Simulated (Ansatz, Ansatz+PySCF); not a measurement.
```yaml
atoms:
  - { symbol: O, position_ang: [0.0000, 0.0000, -0.1085] }
  - { symbol: H, position_ang: [0.0000, 0.0000, 0.8679] }
  - { symbol: O, position_ang: [10.0000, 0.0000, -0.1085] }
  - { symbol: H, position_ang: [10.0000, 0.0000, 0.8679] }
```

Basis set: STO-3G (spherical functions). Frozen core: 2 orbitals. Charge 0, multiplicity 1.

Computed with Ansatz (development build ahead of 0.2.0); each method stands on the lowest determinant of its kind that the runs found.

The atomization energy at this shape (free ground-state atoms in the same class of orbitals less the molecule, no zero-point energy) of singlet H₂O₂ in separate pieces:

```
     method  atomization energy
UHF-CCSD(T)     147.39 kcal/mol
    UHF-MP2     136.21 kcal/mol
        UHF     116.14 kcal/mol
```

Task: What does RHF give?

Result: -144.76 kcal/mol. Caution for UHF-CCSD(T), UHF-MP2: bonds are stretched, where a single reference can fail. Caution for UHF-CCSD(T), UHF-MP2, UHF: the determinant breaks the point group; the unrestricted determinant is a mixture of spin states. Caution for RHF: an unrestricted determinant lies well below; the molecule lies well above its atoms at this level.

This basis has no polarisation functions and is too small for such energies, which can lie far from measured ones in either direction.
